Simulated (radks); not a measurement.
Valence configurations of neutral gallium (all share [Ar]). Calculated with a radial shooting solver on a logarithmic mesh with Libxc functionals: scalar-relativistic Kohn-Sham, BLYP, spin-polarised, spherical densities, finite nucleus; open shells are filled with parallel spins first; Fermi nuclear charge, rms radius 3.9973 fm. Energies are relative to 3d10 4s2 4p1; eigenvalues in eV for spin up.

valence,E (eV),moment (Bohr magnetons),e(3d),e(4p),e(4s)
3d10 4s2 4p1,0.000,1,-18.988,-2.702,-9.095
3d9 4s2 4p2,19.478,3,-28.346,-4.149,-11.694
3d10 4s1 4p2,5.450,3,-20.573,-3.665,-10.491
3d8 4s2 4p3,45.783,5,-38.326,-5.536,-14.101
3d7 4s2 4p4,81.376,5,-49.317,-6.777,-16.295
3d7.5 4s2 4p3.5,62.598,5,-43.767,-6.176,-15.233
3d5 4s2 4p6,176.84,5,-72.651,-8.921,-20.067
3d5.5 4s2 4p5.5,149.85,5,-66.646,-8.409,-19.176
3d6 4s2 4p5,124.97,5,-60.755,-7.885,-18.256
3d9 4s1 4p3,25.217,5,-29.640,-4.974,-12.838

NIST lists [Ar] 3d10 4s2 4p1 as the ground configuration; this level of theory agrees among the configurations tried. The energies are those of spherical high-spin densities, not of single terms.
